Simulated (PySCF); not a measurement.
Radial density of Rh⁺ (rhodium, charge +1)

LC-wPBE, [Kr] 4d7 5p1, one real determinant (an excited configuration). Calculation: PySCF 2.14, in x2c-TZVPPall; scalar relativity by spin-free X2C-1e.

```
r (bohr)  4πr²ρ (e/bohr)  4πr²(ρα − ρβ)
  0.0349           51.64         0.0034
  0.0586           52.89         0.0183
  0.0986           71.89         0.1020
   0.166           50.86         0.3993
   0.279           55.33         0.5187
   0.469           32.45        -0.0015
   0.790           14.91         1.4978
    1.33           10.30         2.2018
    2.23           1.971         0.8693
    3.76          0.3650         0.3119
    6.32         0.03860         0.0384
    10.6        0.001047         0.0010
```

Densities and radii are taken from the X2C orbitals without a picture-change correction, which distorts them close to the nucleus.

⟨L²⟩ = 13.75 against 20 for a pure G term, so this real determinant mixes terms.
